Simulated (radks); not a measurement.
Results of a calculation; reference values are marked as such.
The mean radii <r> (bohr) of the occupied orbitals of an atom or ion are listed with their occupations. Code: a radial shooting solver on a logarithmic mesh with Libxc functionals. Model: non-relativistic Kohn-Sham, PBEsol, spin-polarised, spherical densities, point nucleus.

orbital  occ.      <r>
1s up       1  0.05487
1s down     1  0.05487
2s up       1   0.2487
2s down     1   0.2482
2p up       3   0.2170
2p down     3   0.2165
3s up       1   0.7367
3s down     1   0.7400
3p up       3   0.7592
3p down     3   0.7645
3d up       5   0.8288
3d down     1   0.8488

Name the element and its charge. Open shells, if any, are filled with parallel spins first.

Answer. Z = 28, nickel, charge +4: Ni4+ in [Ar] 3d6. The 1s radius gives Z: for a bare nucleus <r> = 1.5/Z, 0.05357 bohr for Z = 28, and screening makes it slightly larger (0.05487 here). The occupations add up to 24, and the charge is Z minus that.
